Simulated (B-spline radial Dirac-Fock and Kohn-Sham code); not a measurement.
## X-ray scattering factor of Pb⁶⁵⁺

System: lead as Pb⁶⁵⁺, 1s2 2s2 2p6 3s2 3p5.

Input of the calculation (task.json; shells as n, l, electrons):

```json
{"items": [{
  "Z": 82,
  "q": 65,
  "cfg": [[1, 0, 2], [2, 0, 2], [2, 1, 6], [3, 0, 2], [3, 1, 5]],
  "A": 208,
  "rrms": 5.5012,
  "do": ["scatter"],
  "s": [0.0, 0.05, 0.1, 0.15, 0.2, 0.25, 0.3, 0.35, 0.4, 0.45, 0.5, 0.6, 0.7, 0.8, 0.9, 1.0, 1.1, 1.2, 1.4, 1.6, 1.8, 2.0, 2.5, 3.0, 3.5, 4.0, 5.0, 6.0],
  "pz": [0, 0.1, 0.14, 0.21, 0.3, 0.43, 0.62, 0.9, 1.3, 1.9, 2.7, 3.9, 5.6, 8.1, 12.0, 17.0, 24.0, 35.0, 50.0, 73.0, 100.0],
  "hv_scatter": [1000, 8047.8, 10000, 17479.3, 50000, 100000, 500000, 1000000]
}]}
```

Launch: `python xray_run.py task.json out`

The computed values come from a radial finite-basis atomic code: Dirac-Fock orbitals of the configuration average with a finite nucleus. f₀ is the Fourier transform of the spherical electron density, S the Waller-Hartree incoherent function, and s = sin θ/λ. The electron scattering factor follows from the Mott-Bethe formula f_e = 0.023934 Å⁻¹·(Z − f₀)/s².

| s (Å⁻¹) | f₀ | S | f_e (Å) |
| --- | --- | --- | --- |
| 0 | 17.000 | 0.000 | – |
| 0.05 | 16.995 | 0.005 | 622.328 |
| 0.1 | 16.982 | 0.021 | 155.615 |
| 0.15 | 16.959 | 0.048 | 69.187 |
| 0.2 | 16.927 | 0.084 | 38.937 |
| 0.25 | 16.886 | 0.131 | 24.935 |
| 0.3 | 16.836 | 0.188 | 17.329 |
| 0.35 | 16.777 | 0.255 | 12.743 |
| 0.4 | 16.710 | 0.331 | 9.767 |
| 0.45 | 16.634 | 0.417 | 7.726 |
| 0.5 | 16.550 | 0.511 | 6.266 |
| 0.6 | 16.359 | 0.725 | 4.364 |
| 0.7 | 16.137 | 0.969 | 3.217 |
| 0.8 | 15.887 | 1.240 | 2.472 |
| 0.9 | 15.612 | 1.534 | 1.962 |
| 1 | 15.314 | 1.848 | 1.596 |
| 1.1 | 14.996 | 2.176 | 1.325 |
| 1.2 | 14.661 | 2.516 | 1.119 |
| 1.4 | 13.951 | 3.215 | 0.831 |
| 1.6 | 13.208 | 3.919 | 0.643 |
| 1.8 | 12.452 | 4.609 | 0.514 |
| 2 | 11.704 | 5.270 | 0.421 |
| 2.5 | 9.969 | 6.749 | 0.276 |
| 3 | 8.537 | 7.966 | 0.195 |
| 3.5 | 7.443 | 8.958 | 0.146 |
| 4 | 6.637 | 9.779 | 0.113 |
| 5 | 5.547 | 11.082 | 0.073 |
| 6 | 4.725 | 12.119 | 0.051 |

f₀ starts at the number of electrons, 17, and has fallen to half at s ≈ 3.02 Å⁻¹. The sum of ⟨r²⟩ over the electrons is 0.2496 bohr². For an ion f_e diverges as s goes to zero, because of the net charge.
